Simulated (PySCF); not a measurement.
The dipole of `CC[Si@@H](Cl)SCC(C)C` from its density and from atomic charges.

Coordinates (GFN2-xTB, Å) and charges (e) from the PBE0/pcSseg-1 density (PySCF):

```tsv
atom	x	y	z	Mulliken	IAO	Hirshfeld	ESP-fitted
C1	3.966	-0.645	-0.044	-0.2885	-0.4125	-0.1203	-0.0932
C2	3.323	0.690	-0.412	-0.5736	-0.5383	-0.1549	-0.0120
Si3	1.471	0.557	-0.806	+0.7407	+0.8387	+0.3376	+0.2404
Cl4	1.159	-0.680	-2.383	-0.3177	-0.3137	-0.1016	-0.1501
S5	0.501	-0.230	0.941	-0.2627	-0.1997	-0.0749	-0.2164
C6	-1.045	-0.917	0.248	-0.2946	-0.3237	-0.0677	-0.4481
C7	-2.041	0.147	-0.198	-0.3926	-0.0881	-0.0229	+0.5096
C8	-3.230	-0.531	-0.877	-0.2119	-0.4178	-0.1156	-0.6360
C9	-2.499	0.992	0.986	-0.2049	-0.4217	-0.1250	-0.3319
H10	3.875	-1.358	-0.861	+0.1239	+0.1425	+0.0344	+0.0322
H11	3.486	-1.066	0.837	+0.1316	+0.1467	+0.0324	+0.0191
H12	5.024	-0.510	0.174	+0.1208	+0.1444	+0.0425	+0.0314
H13	3.839	1.118	-1.273	+0.1529	+0.1535	+0.0431	+0.0270
H14	3.460	1.391	0.412	+0.1525	+0.1559	+0.0448	+0.0537
H15	0.894	1.852	-1.158	-0.0358	-0.1331	-0.0800	-0.0526
H16	-0.768	-1.567	-0.581	+0.1711	+0.1497	+0.0272	+0.1499
H17	-1.463	-1.522	1.051	+0.1568	+0.1554	+0.0453	+0.2113
H18	-1.547	0.797	-0.929	+0.1496	+0.1255	+0.0297	-0.0160
H19	-2.906	-1.096	-1.748	+0.1161	+0.1403	+0.0405	+0.1563
H20	-3.722	-1.213	-0.186	+0.1050	+0.1350	+0.0393	+0.1447
H21	-3.953	0.214	-1.200	+0.1171	+0.1426	+0.0431	+0.1540
H22	-3.159	1.789	0.655	+0.1132	+0.1391	+0.0406	+0.0728
H23	-1.643	1.435	1.490	+0.1304	+0.1471	+0.0254	+0.0627
H24	-3.035	0.373	1.703	+0.1005	+0.1324	+0.0372	+0.0911
```

Compute μ = Σ q r for each scheme (1 e·Å = 4.803 D) and compare with the dipole of the full density.

The full density gives (-0.21, 0.61, -0.08) D, 0.65 D in size; dipole vectors point from the negative to the positive end.

```
    scheme     μx    μy     μz  size (D)  share of the full size (%)  angle to the full dipole (°)
  Mulliken  -0.90  1.72   0.42      1.98                         304                            21
       IAO  -0.14  1.34   0.54      1.45                         222                            32
 Hirshfeld   0.05  0.25  -0.01      0.26                          40                            31
ESP-fitted  -0.22  0.63  -0.04      0.66                         102                             3
```

Which set comes closest?

Length of the difference vector: ESP-fitted 0.04 D, Hirshfeld 0.45 D, IAO 0.96 D, Mulliken 1.39 D. Closest: ESP-fitted. 

What is left for the Hirshfeld atoms' own dipoles?

The shares of the density sum to the whole, so what Σ q r misses lies in dipoles about the nuclei. The atomic dipoles sum to (-0.21, 0.61, -0.08) − (0.05, 0.25, -0.01) = (-0.26, 0.36, -0.07) D, 0.45 D in size.

With the origin at the mean of the coordinates, (0.000, 0.001, -0.173) Å, which are the largest single terms, by size, of the Hirshfeld dipole along the direction of the full one?

C1 +1.11, C9 -0.96, H15 -0.60, H22 +0.51, H12 -0.44 D; all 24 atoms together +0.22 D. The single terms depend on the origin, their sum doesn't.

Give the size of the full dipole in other units.

0.65 D = 0.256 au = 0.136 e·Å = 2.17 × 10⁻³⁰ C·m.

The structure is a single GFN2-xTB conformer in the gas phase; no vibrational or solvent corrections.

Conformer computed: `[CH3:1][CH2:2][Si@@H:3]([Cl:4])[S:5][CH2:6][CH:7]([CH3:8])[CH3:9]`: C1–C2–Si3–Cl4 -60°, C2–Si3–S5–C6 -158°, Si3–S5–C6–C7 -72°, S5–C6–C7–C8 175°.
